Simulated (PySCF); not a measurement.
Species: C4H4BrF.
Structure used (GFN2-xTB), in Å, numbered top down from 1:
```
atom  x, y, z in Å
F1    -1.4410   -1.6583    0.4394
C2    -1.0633   -0.3560    0.4013
Br3   -2.6256    0.6748   -0.2277
C4     0.1148   -0.1487   -0.5067
C5     1.0550    0.9905   -0.2485
C6     1.4999   -0.1838    0.0780
H7    -0.8732   -0.0301    1.4302
H8    -0.0647   -0.4956   -1.5208
H9     1.1620    2.0424   -0.3355
H10    2.2449   -0.8305    0.4679
```

The closed-shell ground state was solved at several levels (PySCF, density fitting, gas phase). The calculation is non-relativistic and has no spin–orbit coupling, an omission that weighs most on bromine.

```
              level  basis functions  HOMO (eV)  LUMO (eV)  gap (eV)  dipole (D)
      PBE0/pcSseg-1              146      -7.85      -0.75      7.10        3.10
CAM-B3LYP/def2-SVPD              176      -9.26       0.25      9.51        3.14
```

**Question.** What might B3LYP/pcJ-1 (pcSseg-1 on Br) (216 basis functions) give for the same quantities?

**Answer.** HOMO -7.56 eV, LUMO -0.96 eV, gap 6.60 eV, dipole 3.03 D.

**Question.** Over all these levels, which gives the widest orbital gap and which the narrowest?

**Answer.** CAM-B3LYP/def2-SVPD (range-separated hybrid) has the widest, 9.51 eV, and B3LYP/pcJ-1 (pcSseg-1 on Br) (global hybrid, 20 % exact exchange) the narrowest, 6.60 eV. Functional and basis both differ between the two, so the spread mixes both effects.

**Question.** How far do the dipole and the HOMO energy spread over the levels?

**Answer.** The dipole runs from 3.03 to 3.14 D (mean 3.09 D) and the HOMO from -9.26 to -7.56 eV.

One conformer stands for the species.
